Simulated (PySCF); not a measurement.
N-(methylaminosilyl)ethanamine (C3H12N2Si), SMILES CN[SiH2]NCC. Atoms are numbered in the order given.

```xyz
18

C     -3.1551     0.3003     0.4329
C     -2.1473     0.2055    -0.7069
N     -0.7997     0.5472    -0.2890
Si     0.6501    -0.3464    -0.5760
N      1.6684    -0.1627     0.8078
C      3.1161    -0.1625     0.8235
H     -3.1947     1.3251     0.8396
H     -4.1700     0.0377     0.0929
H     -2.8746    -0.3756     1.2562
H     -2.4877     0.8412    -1.5504
H     -2.1295    -0.8263    -1.0989
H     -0.7097     1.5013     0.0535
H      0.1418    -1.7204    -0.9127
H      1.5384     0.0863    -1.7081
H      1.2474    -0.3173     1.7203
H      3.5175     0.5977     1.5181
H      3.4951     0.0863    -0.1805
H      3.5613    -1.1374     1.1052
```

Coordinates come from a r2SCAN-D4/def2-SVP optimisation. Other conformers were not sampled.

Computed with PySCF with PBE/pcSseg-1.

GIAO shieldings, no solvent; atoms listed in one row are averaged. δ = σ(ref) − σ: ¹³C against TMS (σ = 182.0 ppm); ¹⁵N against NH3 (σ = 267.0 ppm); ²⁹Si against TMS (σ = 335.4 ppm); ¹H against TMS (σ = 31.49 ppm), references at their B3LYP-D3(BJ)/def2-TZVP geometries, non-relativistic.

```
nucleus          atoms  count  δ (ppm)
-------  -------------  -----  -------
¹³C                 C2      1     44.1
¹³C                 C6      1     33.8
¹³C                 C1      1     25.3
¹⁵N                 N3      1     62.3
¹⁵N                 N5      1     39.0
²⁹Si               Si4      1    -29.0
¹H            H13, H14      2     5.40
¹H                 H10      1     3.39
¹H                 H11      1     3.16
¹H       H16, H17, H18      3     3.05
¹H          H7, H8, H9      3     1.32
¹H                 H12      1     0.41
¹H                 H15      1     0.18
```
